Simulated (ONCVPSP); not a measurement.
Varying the ONCV potential for lanthanum

Base potential:

```
Element                 : lanthanum (La)
Generator               : ONCVPSP 4.0.1
Type                    : optimised norm-conserving Vanderbilt (ONCV)
Functional              : LDA (Perdew-Zunger)
Relativity              : scalar-relativistic
Frozen core             : [Kr] 4d10
Valence charge          : 11
Reference configuration : 5s2 5p6 5d1 6s2
Partial waves           : 5s+6s: rc 2.15 bohr, ncon 4, nbas 8, qcut 5.2 1/bohr, 2 projectors; 5p: rc 1.70 bohr, ncon 3, nbas 6, qcut 5.1 1/bohr, 2 projectors, debl 3.6 Ha; 5d: rc 3.55 bohr, ncon 3, nbas 8, qcut 5.3 1/bohr, 2 projectors, debl 3.7 Ha; f scattering state at 0.03 Ha: rc 3.30 bohr, ncon 5, nbas 10, qcut 3.5 1/bohr, 1 projector
Local potential         : polynomial inside 1.35 bohr (lpopt 5, dvloc0 0 Ha)
Core correction         : Teter function, fcfact 2.5, rcfact 1.1
```

In the f channel the program set the typed energies aside and used -0.168 Ha.

Cutoffs, loose and tight: the cutoffs (Ha) at which the residual kinetic energy of the hardest occupied pseudo-wave falls to 1 and 0.1 mHa per electron. They do not see the model core or the augmentation charge, which bear on the density cutoff. Test errors are all-electron minus pseudo excitation energies from the reference, over the configurations 5s2 5p6 5d1 6s1; 5s2 5p6 5d1 6s0; 5s2 5p6 5d0 6s0; 5s2 5p6 5d2 6s0. A dash means not determined; rows that change the core or the reference have their own tests.

For the base: The cutoffs count occupied waves only; projector 1 of the f channel, the hardest unoccupied one, needs 38 Ha at the loose tolerance.

A true bound ghost makes a file unfit for plane-wave use even where its test errors are small: the radial tests pick states by their node count and pass the ghost by.

```csv
change,outcome,"cutoff, loose","cutoff, tight",bound ghosts,GHOST(+) flags above zero,largest test error (meV)
base,"generated, projector energies reset by the program",13 Ha,35 Ha,s,p,-3.9
"local potential polynomial inside 1.25 bohr (lpopt 5, dvloc0 -1 Ha)","generated, projector energies reset by the program",13 Ha,35 Ha,s,"p, f",-5.6
"all radii but the core radius scaled by about 1.29 (s 2.78, p 2.20, d 4.58, f 4.26 bohr); local potential polynomial inside 1.74 bohr (lpopt 5, dvloc0 0 Ha)","generated, projector energies reset by the program",8.8 Ha,11 Ha,none,"s, d",+53
p: rc 2.28,"generated, projector energies reset by the program",10 Ha,12 Ha,s,p,+4.8
s: qcut 4.2; p: qcut 4.1; d: qcut 4.3; f: qcut 2.8,"generated, projector energies reset by the program",32 Ha,52 Ha,s,"p, d, f",+12
"core correction Teter function, fcfact 2.5, rcfact 1.94","generated, projector energies reset by the program",13 Ha,35 Ha,s,p,-64
f: qcut 5,"generated, projector energies reset by the program",13 Ha,35 Ha,s,p,-3.9
p: nbas 7,"generated, projector energies reset by the program",12 Ha,48 Ha,s,p,-3.9
"core correction Teter function, fcfact 5, rcfact 1.1","generated, projector energies reset by the program",13 Ha,35 Ha,s,p,-4.5
p: nproj 3,"generated, projector energies reset by the program",13 Ha,35 Ha,s,p,-3.9
"local potential polynomial inside 1.35 bohr (lpopt 5, dvloc0 -2.5 Ha)","generated, projector energies reset by the program",13 Ha,35 Ha,s,p,-5.6
"p: rc 1.34; local potential polynomial inside 1.34 bohr (lpopt 5, dvloc0 0 Ha)","generated, projector energies reset by the program",42 Ha,95 Ha,s,p,-6.7
"core correction Teter function, parameters optimised by the program","generated, projector energies reset by the program",13 Ha,35 Ha,s,p,-7.2
```
